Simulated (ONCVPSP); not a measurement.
# An all-electron radial function and its pseudo partner (boron (B))

Columns: radius, all-electron u(r) and pseudo u(r) of the 2p shell (level -3.80 eV) of boron in the configuration [He] 2s1.5 2p1.5; PBEsol, scalar-relativistic, ONCV scheme, ONCVPSP 4.0.1.

| r (bohr) | all-electron | pseudo |
| --- | --- | --- |
| 0.188 | 0.0793 | 0.0207 |
| 0.375 | 0.2158 | 0.0794 |
| 0.562 | 0.3452 | 0.1686 |
| 0.750 | 0.4503 | 0.2775 |
| 0.938 | 0.5295 | 0.3920 |
| 1.125 | 0.5835 | 0.4983 |
| 1.312 | 0.6152 | 0.5862 |
| 1.500 | 0.6286 | 0.6490 |
| 1.688 | 0.6275 | 0.6832 |
| 1.875 | 0.6157 | 0.6900 |
| 2.062 | 0.5961 | 0.6739 |
| 2.250 | 0.5710 | 0.6406 |
| 2.438 | 0.5424 | 0.5969 |
| 2.625 | 0.5117 | 0.5492 |
| 2.812 | 0.4801 | 0.5022 |
| 3.000 | 0.4481 | 0.4588 |
| 3.188 | 0.4166 | 0.4204 |
| 3.375 | 0.3862 | 0.3870 |
| 3.562 | 0.3570 | 0.3570 |
| 3.750 | 0.3291 | 0.3291 |
| 3.938 | 0.3028 | 0.3028 |
| 4.125 | 0.2783 | 0.2783 |
| 4.312 | 0.2554 | 0.2554 |
| 4.500 | 0.2341 | 0.2341 |
| 4.688 | 0.2143 | 0.2143 |
| 4.875 | 0.1962 | 0.1962 |

How many radial nodes do the two functions have?

The all-electron 2p function has n − l − 1 = 0; the pseudo-wave has 0.

At about which radius was the pseudo-wave matched?

3.75 bohr. The columns agree to 0.0005 from 3.56 bohr on; several derivatives are matched, so the curves merge somewhat inside the radius.

Is the pseudo-wave norm-conserving?

Yes: the ONCV scheme keeps the norm inside the radius equal to the all-electron one, which fixes the energy derivative of the logarithmic derivative at the level.
